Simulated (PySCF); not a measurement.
Two-component Hartree-Fock for In⁺ (indium, charge +1)

Start: [Kr] 4d10 5s1 6s1; 5s1/2 filled at m_j = +1/2; 6s1/2 filled at m_j = +1/2. Calculated with PySCF 2.14 in x2c-TZVPall-2c with one added diffuse shell each of s, p, d, f type (9s10p6d3f, 90 functions): generalised Hartree-Fock with the X2C-1e Hamiltonian and a Gaussian nucleus; one run each with spin-orbit coupling (SO) switched off, then screened by Boettger's factors. This is a chosen level, not necessarily the ground level.

```csv
spinor shell,electrons,"ε, spin-free (eV)","ε, screened SO (eV)",weight of nominal j (screened SO),"rms radius, screened SO (bohr)"
1s1/2,2,-28094.3,-28091.9,1.000,0.0340
2s1/2,2,-4308.0,-4307.4,1.000,0.139
2p1/2,2,-3861.0,-4007.1,1.000,0.120
2p3/2,4,-3861.0,-3794.1,1.000,0.125
3s1/2,2,-866.72,-866.55,1.000,0.371
3p1/2,2,-716.68,-743.96,1.000,0.365
3p3/2,4,-716.68,-704.14,1.000,0.376
3d3/2,4,-484.38,-489.07,1.000,0.350
3d5/2,6,-484.38,-481.10,1.000,0.353
4s1/2,2,-156.94,-156.92,1.000,0.908
4p1/2,2,-109.99,-114.80,1.000,0.971
4d3/2,4,-40.141,-40.727,0.987,1.25
4d5/2,6,-40.141,-39.744,0.992,1.27
5s1/2,1,-22.132,-22.134,1.000,2.56
6s1/2,1,-6.917,-6.918,1.000,6.47
```

Where does 4p3/2 lie, and what is the 4p spin-orbit splitting (screened SO)?

At -107.78 eV, 7.018 eV above 4p1/2.

```
   quantity    spin-free  screened SO
E (hartree)  -5877.05938  -5878.34211
        M_J            1            1
       ⟨J²⟩        2.001        2.001
       ⟨L²⟩        0.000        0.017
       ⟨S²⟩        2.001        2.018
```

Each row is a mean over spinors that exchange with the open shell spreads, by up to 0.439 eV (4s1/2).

Breit and QED terms are absent; they matter most for the inner s and p1/2 levels.

Densities and radii are taken from the X2C orbitals without a picture-change correction, which distorts them close to the nucleus.

Without spin-orbit coupling the j labels of p, d and f shells carry no meaning; the spin-free column gives the mean over the occupied spinors of each nl shell.
